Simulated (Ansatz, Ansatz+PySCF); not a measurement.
```xyz
2

F     0.0000    0.0000   -0.9291
F     0.0000    0.0000    0.9291
```

Basis set: STO-3G (spherical functions). Left uncorrelated: 2 orbitals. Charge 0, multiplicity 1.

Computed with Ansatz (development build ahead of 0.2.0); each method stands on the lowest determinant of its kind that the runs found. Restricted open shells among the atoms or ions are ROHF, correlated in semicanonical orbitals with singles. Restricted functionals stand beside restricted open-shell atoms, which can lie above the unrestricted atoms usual in DFT and then raise those values.

The atomization energy at this shape (free ground-state atoms in the same class of orbitals less the molecule, no zero-point energy) of singlet F₂:

| method | atomization energy |
| --- | --- |
| PBE0 (restricted) | -0.21 eV |
| UHF-MP2 | 0.05 eV |
| RHF-MP2 | -1.63 eV |
| RHF | -5.14 eV |
| UHF | 0.02 eV |

Q: What does PBE0 (unrestricted) give?

A: 0.62 eV. Caution: the shape is not the minimum. Caution for PBE0 (unrestricted): the unrestricted determinant is spin contaminated. Caution for PBE0 (restricted), RHF-MP2, RHF: an unrestricted determinant lies well below. Caution for UHF-MP2, RHF-MP2: large amplitudes, a single reference is doubtful. Caution for UHF-MP2, UHF: the determinant may break the point group; the unrestricted determinant is a mixture of spin states. Caution for RHF-MP2, RHF: the molecule lies well above its atoms at this level. Caution for RHF-MP2: the program doubts this total.

This basis has no polarisation functions and is too small for such energies, which can lie far from measured ones in either direction.
